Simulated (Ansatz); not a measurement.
```yaml
crystal:
  periodic: [false, false, false]
  atoms:
    - {symbol: Pb, position_ang: [0.676695, 1.197870, -1.565071]}
    - {symbol: Pb, position_ang: [1.169615, -1.843740, 0.678761]}
    - {symbol: Pb, position_ang: [-2.025624, -1.055858, -0.099244]}
    - {symbol: Pb, position_ang: [-0.303225, 0.847026, 2.101993]}
    - {symbol: S, position_ang: [-1.612184, 1.606514, -0.127292]}
    - {symbol: S, position_ang: [0.065784, -1.460416, -1.749012]}
    - {symbol: S, position_ang: [2.028949, 0.708614, 0.759876]}
basis:
  gaussian: {orbitals: def2-TZVP}
magnetization: {spin_polarized: true, initial_magnetization: 2}
hamiltonian: {xc: pbe0, dispersion: d4}
scf: {omitted_lower_state_checks: [starts]}
output: {orbitals: {seedname: orbitals}}
```

```sh
$ ansatz run in.yaml --threads 4 --pin off --events-out ev --progress --plain --max-ram 4787MiB
```

Does this run fit into the memory that it is given?

No. It has 311 basis functions, and Ansatz plans for 5.10 GiB where 4.67 GiB are given.
